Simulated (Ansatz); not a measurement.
Cost and result for the atomization energy of CH6N2O2Si (12 atoms, 11 bonds).

```xyz
12

N    -1.599   -0.157    0.806
Si   -1.246    1.166   -0.630
N     0.561    0.929   -0.453
C     1.240   -0.205   -0.238
O     0.747   -1.292    0.042
O     2.578   -0.057   -0.324
H    -1.566    0.237    1.739
H    -2.502   -0.599    0.673
H    -1.474    0.024   -1.615
H     1.152    1.737   -0.568
H    -0.845   -0.861    0.688
H     2.954   -0.922   -0.120
```

Total charge 0; spin multiplicity 1. The bonds changed during the relaxation, so this is another structure than the one it started from. The geometry is a stationary point of PBE0-D4/def2-TZVP. It is one conformer, not always the lowest. Program: Ansatz. All runs use 4 threads of an Arm Neoverse V1 on a shared host. Times are those of one run each, without the atoms' runs, and a repeat can differ threefold. Electronic energies, without spin–orbit coupling; frozen cores. CCSD(T)/CBS adds CCSD(T) − MP2 in def2-TZVPP to the MP2 limit, and its time is that of the two runs behind it. T1 = 0.014. B3LYP takes the VWN-RPA correlation (the form of Gaussian; ORCA's B3LYP/G).

CCSD(T)/CBS is a level of theory with its own doubt, some kJ/mol a heavy atom from the limit and from the frozen cores, so smaller differences don't rank the functionals.

```tsv
level	functions	wall time	atomization (kJ/mol)	difference from CCSD(T)/CBS	per bond
PBE-D4/def2-TZVPP (with forces)	281	3.1 s	4670.6	156.9	14.3
PBE0-D4/def2-TZVPP	281	3.9 s	4519.2	5.5	0.5
r2SCAN-D4/def2-TZVPP (with forces)	281	6 s	4513.1	-0.6	0.0
B3LYP-D4/def2-TZVPP (with forces)	281	6 s	4530.1	16.4	1.5
B2PLYP/def2-TZVPP	281	7.5 s	4465.9	-47.8	-4.3
ωB97X-V/def2-TZVPP	281	10 s	4540.3	26.6	2.4
ωB97M-V/def2-TZVPP (with forces)	281	14 s	4549.9	36.2	3.3
MP2/def2-QZVPP	535	35 s	4555.7	42.0	3.8
CCSD(T)/def2-TZVPP	281	6.2 min	4362.7	-151.0	-13.7
CCSD(T)/CBS(def2)	–	6.7 min	4513.7	0.0	0.0
```

In def2-TZVPP, CCSD(T) changes the Hartree–Fock value by +1407.0 kJ/mol (the triples alone add +92.5 kJ/mol) and MP2 by +1510.7 kJ/mol; breaking electron pairs costs correlation energy, which Hartree–Fock lacks. From PBE to PBE0 (25 % exact exchange), in def2-TZVPP and without D4, the atomization energy moves by −147.0 kJ/mol: exact exchange takes away binding that semilocal exchange gives to molecules. The D4 term adds +44.4 kJ/mol with B3LYP and +23.2 kJ/mol with PBE0; it sums over pairs of atoms, weighted by their polarisabilities, and B3LYP, whose exchange is more repulsive, gets the larger term.
